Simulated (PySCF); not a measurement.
## Basis-set dependence of excited states

Compound: C₃H₅ClOSi.
Structure used (PBE0-D3(BJ)/def2-SVP), in Å, numbered top down from 1:
```
atom  x, y, z in Å
C1    -1.4976   -0.5926    0.4322
C2    -0.1970    0.0294    0.0858
C3     0.1259    1.3110   -0.2089
Cl4   -0.8781    2.6969   -0.3145
O5     1.4499    1.4868   -0.4631
Si6    1.6108   -0.2346   -0.1759
H7    -1.7657   -1.4012   -0.2663
H8    -1.4852   -1.0299    1.4435
H9    -2.3015    0.1590    0.4004
H10    2.5095   -0.5104    0.9770
H11    2.0976   -0.9319   -1.3966
```

TDDFT with PBE0 (PySCF), vertical singlets, core orbitals frozen in the response, spherical d and f functions. Isolated species at its PBE0-D3(BJ)/def2-SVP geometry, gas phase.

Problem. Compare 6-31G*, def2-SVP, 6-31+G*, def2-SVPD, aug-cc-pVDZ, def2-TZVP and def2-TZVPD for this molecule.

Solution. 

```tsv
basis	functions	diffuse	S1 (eV)	S2 (eV)	S3 (eV)	S4 (eV)	S5 (eV)	LUMO (eV)	α (au)
6-31G*	102	no	4.78	5.96	6.14	6.74	7.19	-0.28	63.5
def2-SVP	117	no	4.96	5.91	6.59	6.93	7.23	-0.21	65.0
6-31+G*	126	yes	4.67	5.71	5.92	5.97	6.38	-0.73	71.8
def2-SVPD	174	yes	4.82	5.83	5.98	6.21	6.66	-0.61	78.3
aug-cc-pVDZ	191	yes	4.68	5.59	5.80	5.89	6.26	-0.72	79.3
def2-TZVP	228	no	4.74	5.81	6.10	6.48	6.96	-0.57	74.2
def2-TZVPD	285	yes	4.68	5.70	5.75	5.95	6.34	-0.72	79.6
```

States are compared by their number. Against the largest diffuse basis here (def2-TZVPD, itself not a converged limit), sets without diffuse functions differ by up to 0.28 eV in S1 and 0.89 eV in S5; the smaller diffuse sets differ by up to 0.14 and 0.32 eV. State by state, the largest deviation of a set without diffuse functions is S1 0.28, S2 0.25, S3 0.84, S4 0.98, S5 0.89 eV. The same number needn't mean the same state in each row. Against def2-TZVPD the polarisability deviates by -20% in 6-31G*, -18% in def2-SVP, -10% in 6-31+G*, -2% in def2-SVPD, 0% in aug-cc-pVDZ, -7% in def2-TZVP. A single + in a Pople set puts diffuse functions on heavy atoms only.
